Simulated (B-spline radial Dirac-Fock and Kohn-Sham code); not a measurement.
# Hf⁺: scattering cross sections and density moments

System: hafnium as Hf⁺, configuration [Xe] 4f14 6s2 6p1 (not the ground configuration).

Input of the calculation (task.json; shells as n, l, electrons):

```json
{"items": [{
  "Z": 72,
  "q": 1,
  "cfg": [[1, 0, 2], [2, 0, 2], [2, 1, 6], [3, 0, 2], [3, 1, 6], [3, 2, 10], [4, 0, 2], [4, 1, 6], [4, 2, 10], [4, 3, 14], [5, 0, 2], [5, 1, 6], [6, 0, 2], [6, 1, 1]],
  "A": 180,
  "rrms": 5.347,
  "do": ["scatter"],
  "s": [0.0, 0.05, 0.1, 0.15, 0.2, 0.25, 0.3, 0.35, 0.4, 0.45, 0.5, 0.6, 0.7, 0.8, 0.9, 1.0, 1.1, 1.2, 1.4, 1.6, 1.8, 2.0, 2.5, 3.0, 3.5, 4.0, 5.0, 6.0],
  "pz": [0, 0.1, 0.14, 0.2, 0.27, 0.38, 0.53, 0.74, 1.0, 1.5, 2.0, 2.8, 4.0, 5.5, 7.8, 11.0, 15.0, 21.0, 30.0, 41.0, 58.0],
  "hv_scatter": [1000, 2000, 5000, 8047.8, 17479.3, 100000, 200000, 1000000]
}]}
```

Launch: `python xray_run.py task.json out`

Calculated with an atomic code on a B-spline grid, using Dirac-Fock orbitals of the configuration average with a finite nucleus.

```
Sum of ⟨r⟩                          : 43.03 bohr
Sum of ⟨r²⟩                         : 67.61 bohr²
Sum of ⟨1/r⟩                        : 521.51 per bohr
Langevin diamagnetic susceptibility : -53.5 × 10⁻⁶ cm³/mol
Lamb shielding (α²/3)Σ⟨1/r⟩         : 9257 ppm
```

Coherent scattering is the Thomson cross section weighted by f₀², without anomalous dispersion; incoherent scattering is Klein-Nishina weighted by S. The Lamb formula is the non-relativistic shielding expression. Electron correlation is left out.

| hν (keV) | coherent (b) | incoherent (b) | incoherent per electron (b) |
| --- | --- | --- | --- |
| 1 | 3219 | 1.157 | 0.0163 |
| 2 | 2946 | 3.032 | 0.0427 |
| 5 | 2147 | 7.896 | 0.111 |
| 8.0478 | 1542 | 11.85 | 0.167 |
| 17.4793 | 683.5 | 19.78 | 0.279 |
| 100 | 51.38 | 30.04 | 0.423 |
| 200 | 14.95 | 26.95 | 0.380 |
| 1000 | 0.6971 | 14.87 | 0.209 |

Incoherent scattering overtakes coherent scattering between 100 and 200 keV.
